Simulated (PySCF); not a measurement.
Isomers C3H11NO2Si2:

A. `CC(=O)O[Si@@](C)(N)[SiH3]`
B. SMILES CNC(=O)[C@H]([SiH3])O[SiH3]
C. `C[C@H](C=O)O[SiH2]N[SiH3]`

Spectrum 1. 1H NMR (300 MHz, computed): δ 3.44 (s, 3H), 2.17 (s, 3H), 0.38 (br s, 2H), 0.29 (s, 3H). 13C{1H} NMR (computed): δ 179.9 (C), 24.6 (CH3), 2.4 (CH3).

Spectrum 2. 1H NMR (300 MHz, computed): δ 9.72 (d, 1H), 5.56 (m, 1H), 5.38 (m, 1H), 4.81 (m, 1H), 4.68 (s, 3H), 1.42 (d, 3H), -0.38 (br s, 1H). 13C{1H} NMR (computed): δ 210.0 (CH), 80.3 (CH), 18.9 (CH3).

Spectrum 3. 1H NMR (300 MHz, computed): δ 5.04 (s, 3H), 4.37 (q, 1H), 4.12 (br, 1H), 3.92 (d, 3H), 3.23 (d, 3H). 13C{1H} NMR (computed): δ 178.0 (C), 65.1 (CH), 26.6 (CH3).

[PySCF 2.14.0 with density-fitted response routines: shielding tensors at PBE0/pcSseg-1 (GIAO); GFN2-xTB structure; non-relativistic Hamiltonian; in vacuum; equivalent nuclei averaged; one computed conformer]

δ = σ(ref) − σ, references computed at the same level: 1H (31.72 ppm) and 13C (186.93 ppm) against TMS. Where no couplings were computed, multiplicities follow the n + 1 count of equivalent neighbours, and m marks all less simple cases (inequivalent or close neighbours, rings, F or P nearby). Acid and N–H amide carbonyl carbons lie up to 10 ppm further downfield in solution (hydrogen bonding). Shifts are as computed. Against solution values, carbons near 30 ppm lie about +3 ppm off and those near 130 ppm about +5 ppm. Of 1309 compounds with measured shifts, 239 miss one by over three times the rms of a fit or turn the order of signals round; such compounds aren't used in these exercises. OH and NH positions are gas-phase values without hydrogen bonding to other molecules.

Match each spectrum to its structure.

## Answers

1–A, 2–C, 3–B.

- Spectrum 1 (A): 3 13C signals; δC 24.6 is a methyl carbon α to a carbonyl; δC 2.4 is a methyl carbon bonded to Si.
- Spectrum 2 (C): 3 13C signals; δC 210.0 is an aldehyde carbonyl carbon; δC 80.3 is an sp3 CH bonded to O, α to a carbonyl.
- Spectrum 3 (B): 3 13C signals; δC 178.0 is an amide carbonyl carbon; δC 65.1 is an sp3 CH bonded to O and Si, α to a carbonyl.
